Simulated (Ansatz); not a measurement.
Breaking the K1–H2 bond in KH (multiplicity 1 held). Energies count from the point at 2.265 Å.


R- and RO- levels are restricted; in cc, def2 and unpolarised 6-31G sets they are followed outwards from rest. U- levels take the lowest unrestricted solution at each point, which mixes spins at long bonds. Curves can end on different states.

Cores are frozen in the correlated methods.

The values were computed with Ansatz (Gaussian orbitals). Each number belongs to the level named beside it.

Q: One of these levels gives 34.75 kcal/mol for the energy at R = 9.062 Å. Name it.
A. U-r2SCAN/def2-TZVPP
B. U-MP2/def2-TZVPP
C. R-MP2/def2-TZVPP
D. R-SCS-MP2/def2-TZVPP

A: B, U-MP2/def2-TZVPP. The others give 39.86 (U-r2SCAN/def2-TZVPP), 53.08 (R-MP2/def2-TZVPP), 46.67 (R-SCS-MP2/def2-TZVPP)

Doubts at one or more of the structures used: a spin-contaminated determinant (U-r2SCAN/def2-TZVPP, U-MP2/def2-TZVPP); a restricted determinant that unrestricted orbitals would lower (R-MP2/def2-TZVPP, R-SCS-MP2/def2-TZVPP).

Ansatz is an electronic-structure program.
